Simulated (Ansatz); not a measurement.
Ideal-gas functions of ClFH₂OSeZr, SMILES `[OH][Zr]([F])([Cl])[SeH]` at 800 K and 1 bar, from an Ansatz frequency run at PBE0-D4/def2-TZVP.

Molar mass 242.65 g/mol, point group C1 (symmetry number 1), electronic degeneracy 1, moments of inertia 266.253, 582.61, 661.146 u Å². Harmonic wavenumbers (cm⁻¹, unscaled): 81, 85, 112, 138, 152, 165, 216, 264, 304, 403, 433, 674, 753, 2426, 3986.

Use S(trans) = R[1.5 ln M + 2.5 ln T − 1.1517]; rotational temperatures θ = 24.2544 K / I; S(rot) = R[ln(√π/σ · √(T³/θAθBθC)) + 1.5]; for each mode x = 1.438777 ν̃/T, S = R[x/(eˣ − 1) − ln(1 − e⁻ˣ)] and H = RT x/(eˣ − 1); 1 cm⁻¹ = 0.0119627 kJ/mol; R = 8.31446 J/(mol·K).

By hand: the entropy, in J/(mol·K).

Translation 197.9. Rotation: θ = 0.0911, 0.0416, 0.0367 K, giving 137.5. Vibration, mode by mode: 24.34, 23.94, 21.65, 19.92, 19.12, 18.45, 16.23, 14.59, 13.44, 11.17, 10.60, 7.21, 6.40, 0.57, 0.05, in all 207.7. Electronic 0.0. Sum 543.1 J/(mol·K).

By hand: H − E and G − E in kJ/mol, counted from the electronic energy.

Zero-point energy ½ × 10192 × 0.0119627 = 61.0; thermal vibration 67.2; translation, rotation and pV give 4 RT = 26.6. H − E = 154.8 kJ/mol, and G − E = 154.8 − 800 × 543.1/1000 = -279.7 kJ/mol.

Vibration gives 38 % of the entropy, 89.9 J/(mol·K) of it from the modes under 150 cm⁻¹: soft modes count most, and the harmonic formula is weakest for them. The sum counts one conformer and one mirror image; others add a mixing term.
